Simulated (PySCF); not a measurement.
# Electron correlation in Mn⁺ (manganese, charge +1)

[Ar] 3d5 4s1, high-spin 7S determinant. Computed with PySCF 2.14 in x2c-TZVPPall (6s5p4d2f1g, 64 functions), with the spin-free X2C one-electron Hamiltonian (Gaussian nucleus). Frozen: [Ar]; 6 electrons correlated.

MP2 pair energies summed by pair of shells (mhartree):

```tsv
pair	energy	share (%)
3d-3d	-70.57	84.1
3d-4s	-13.33	15.9
```

Total MP2 correlation energy: -83.91 mhartree.

Same-spin part -83.91 and opposite-spin part 0.00 mhartree; SCS-MP2 scales them by 1/3 and 6/5 to -27.97 mhartree.
